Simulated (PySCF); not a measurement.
Vertical excitations of a molecule CH5F2NOSi from TDA-PBE/def2-SVPD (PySCF), as energy in eV (oscillator strength): 4.84 (0.005), 5.90 (0.031), 6.05 (0.038), 6.56 (0.005), 7.06 (0.017), 7.31 (0.023), 7.68 (0.033), 7.91 (0.010), 8.06 (0.001), 8.14 (0.012). Lowest triplet (TDA): 4.74 eV. The structure is a stationary point at PBE0-D3(BJ)/def2-SVP. The values are those of a single conformer.

Pick the molecule that these values belong to.
A. CN[Si](O)(F)F
B. NC[Si](O)(F)F
C. CO[Si](N)(F)F
D. N[Si@](O)(F)CF

B, NC[Si](O)(F)F
